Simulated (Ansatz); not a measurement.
```yaml
crystal:
  periodic: [false, false, false]
  atoms:
    - {symbol: F, position_ang: [-3.635861, -1.271662, -0.352225]}
    - {symbol: Sb, position_ang: [-0.483075, -2.125333, -1.956557]}
    - {symbol: Sb, position_ang: [2.504400, 1.697801, 0.316485]}
    - {symbol: H, position_ang: [0.416633, -4.152842, 0.414487]}
    - {symbol: H, position_ang: [0.843852, 3.948642, -1.292534]}
    - {symbol: H, position_ang: [0.433607, 1.782452, 2.782850]}
basis:
  gaussian: {orbitals: def2-TZVPP}
hamiltonian: {xc: {name: r2SCAN}, dispersion: rvv10}
```

```sh
$ ansatz run in.yaml --threads 2 --pin off --events-out ev --progress --plain --max-ram 4352MiB
```

Shortened log:

```
Functional definition: r2SCAN+rVV10
1099 factors; their error is unknown
mean field evaluation 1: about -15810.7454 eV, gradient 6.5e1 eV
mean field evaluation 2: about -15447.7986 eV, gradient 1.9e2 eV
mean field evaluation 4: about -15788.0532 eV, gradient 7.2e1 eV
mean field evaluation 8: about -15828.2729 eV, gradient 4.9e-1 eV
mean field evaluation 96: about -15827.4654 eV, gradient 5.4e0 eV
mean field -15828.27190270 eV, -581.6782636361 hartree, gradient 2.9e-5 eV, S^2 0.000000; 8 other end points of the search recorded, 0 dependent functions left out
reference -15828.27191987 eV, -581.6782642671 hartree; 29, 29 occupied and 144, 144 virtual orbitals, 1099 factors
Total energy: -15828.27191987 eV, -581.6782642671 hartree
```

Task: What is wrong with this run?

Result: The coordinates are in bohr but typed as ångström. Self-consistency was reached. The result belongs to that input, not to the molecule as meant.
